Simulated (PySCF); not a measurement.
# O²⁺: excitation energy

O²⁺ [He] 2s2 2p2 (3P) → O²⁺ [He] 2s1 2p3 (5S), as a difference of total energies. Computed with PySCF 2.14 in x2c-TZVPPall, with scalar relativity by spin-free X2C-1e. Correlated levels: valence: 1s2 frozen. The calculations carry no spin-orbit coupling.

```json
{"method": "UHF", "excitation energy (cm⁻¹)": "44930"}
{"method": "MP2 (valence)", "excitation energy (cm⁻¹)": "55212"}
{"method": "SCS-MP2 (valence)", "excitation energy (cm⁻¹)": "59949"}
{"method": "CCSD (valence)", "excitation energy (cm⁻¹)": "58957"}
{"method": "CCSD(T) (valence)", "excitation energy (cm⁻¹)": "59217"}
{"method": "CCSDT (valence)", "excitation energy (cm⁻¹)": "59268"}
```

A first-order spin-orbit estimate (lowest level to lowest level, LS coupling) adds 0.028 eV.
